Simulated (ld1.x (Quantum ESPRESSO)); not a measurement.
zinc, ultrasoft: configuration errors across variants

```
Element                 : Zn (Z = 30)
Generator               : ld1.x (Quantum ESPRESSO) 7.5
Type                    : ultrasoft
Functional              : PBEsol
Relativity              : scalar-relativistic
Frozen core             : [Ar]
Valence charge          : 12
Reference configuration : 3d10 4s1.75 4p0.25
Partial waves           : 4s (bound): rcut 1.50, rcutus 2.00 bohr; 4s channel at 4.55 Ry: rcut 1.50, rcutus 2.00 bohr; 4p (bound): rcut 2.70, rcutus 3.35 bohr; 4p channel at 3.65 Ry: rcut 2.70, rcutus 3.35 bohr; 3d (bound): rcut 1.05, rcutus 1.40 bohr; 3d channel at 1.4 Ry: rcut 1.05, rcutus 1.40 bohr
Local potential         : all-electron potential smoothed inside 2.95 bohr (lloc = -1)
Core correction         : Bessel-smoothed model core inside 1.05 bohr
Augmentation charge     : PSQ, radius 1.05 bohr
```

All-electron excitation energies from the reference (eV): (1) 3d10 4s2 4p0 -1.243; (2) 3d10 4s1 4p0 8.657; (3) 3d10 4s0 4p0 27.005; (4) 3d10 4s1 4p1 3.883; (5) 3d10 4s0 4p1 15.015.

Tests that are not counted but printed errors over 1 eV. “base”: 3d8 4s0 4p0 (solver errors, printed error -1029 eV); 3d9 4s0 4p0 (solver errors, printed error -1221 eV). “waves 4p (bound): rcut 2.70, rcutus 5.02 bohr; 4p channel at 3.65 Ry: rcut 2.70, rcutus 5.02 bohr”: 3d8 4s0 4p0 (solver errors, printed error -1029 eV). “local potential all-electron potential smoothed inside 3.00 bohr (lloc = -1)”: 3d8 4s0 4p0 (solver errors, printed error -1029 eV); 3d9 4s0 4p0 (solver errors, printed error -1221 eV). “waves 4s (bound): rcut 1.50, rcutus 2.78 bohr; 4s channel at 4.55 Ry: rcut 1.50, rcutus 2.78 bohr”: 3d8 4s0 4p0 (solver errors, printed error -1029 eV); 3d9 4s0 4p0 (solver errors, printed error -1221 eV).

1 further variants failed, have other tests or another functional or relativity, and are left out.

A true bound ghost makes a file unfit for plane-wave use even where its test errors are small: the radial tests pick states by their node count and pass the ghost by. Where a test does run into it, the solver fails or the error is huge.

Errors AE − PS in meV (a dash: test not solved or not reliable):

| change | (1) | (2) | (3) | (4) | (5) | bound ghosts |
| --- | --- | --- | --- | --- | --- | --- |
| base | +0.1 | -2.1 | -9.2 | -0.5 | +3.0 | none |
| waves 4p (bound): rcut 2.70, rcutus 5.02 bohr; 4p channel at 3.65 Ry: rcut 2.70, rcutus 5.02 bohr | +0.1 | -2.1 | -9.3 | -12 | – | p |
| local potential all-electron potential smoothed inside 3.00 bohr (lloc = -1) | +0.1 | -2.4 | -9.7 | -0.4 | +3.8 | none |
| waves 4s (bound): rcut 1.50, rcutus 2.78 bohr; 4s channel at 4.55 Ry: rcut 1.50, rcutus 2.78 bohr | +0.2 | +2.6 | -9.1 | 0.0 | +3.0 | none |
| all radii but the core radius scaled by about 0.89 (s 1.78, p 2.98, d 1.24 bohr, rcut 1.34/2.40/0.94); local potential all-electron potential smoothed inside 2.62 bohr (lloc = -1); augmentation PSQ, radius 0.94 bohr | -0.7 | -2.5 | -7.9 | -9.3 | -24 | s |

Task: Give the same row for: wave 4p channel at 3.65 Ry: rcut 2.70, rcutus 3.35 bohr becomes 4p channel at -0.12 Ry: rcut 2.70, rcutus 3.35 bohr.

Result: +0.1, -2.1, -9.2, -0.6, -3.1; bound ghosts: none. Not counted: 3d8 4s0 4p0 (solver errors, printed error -1029 eV); 3d9 4s0 4p0 (solver errors, printed error -1221 eV).
